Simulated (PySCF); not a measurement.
## Predicted spectroscopic data

[PySCF 2.14: structure optimised with PBE0-D3(BJ)/def2-SVP; GIAO PBE0/pcSseg-1 shieldings; in vacuum; non-relativistic Hamiltonian; rapidly exchanging positions averaged; single conformer]

Scale: 1H and 13C against TMS (reference shieldings calculated alike). Where no couplings were computed, multiplicities follow the n + 1 count of equivalent neighbours, and m marks all less simple cases (inequivalent or close neighbours, rings, F or P nearby). Carbons bonded to boron are broad in practice. Shifts are as computed. Against solution values, carbons near 30 ppm lie about +2 ppm off and those near 130 ppm about +5 ppm. Of 1211 compounds with measured shifts, 218 miss one by over three times the rms of a fit or turn the order of signals round; such compounds aren't used in these exercises.

Compound 1 (C$_{8}$H$_{10}$N$_{2}$). 1H NMR (400 MHz, computed): δ 8.71 (s, 1H), 8.68 (d, 1H), 8.60 (s, 1H), 6.78 (d, 1H), 3.55 (s, 3H), 2.29 (s, 3H). 13C{1H} NMR (computed): δ 165.7, 157.8, 153.0, 143.5, 135.6, 126.2, 42.8, 18.1. Structure: `InChI=1S/C8H10N2/c1-7-5-10-4-3-8(7)6-9-2/h3-6H,1-2H3/b9-6-`.

Compound 2 (C$_{4}$H$_{14}$AlBO). 1H NMR (400 MHz, computed): δ 4.18 (br, 3H), 4.03 (s, 2H), 3.63 (s, 3H), 0.98 (s, 6H). 13C{1H} NMR (computed): δ 77.7, 63.0, 11.9. Structure: `[O+](CB(C)C)(C)[AlH3-]`.
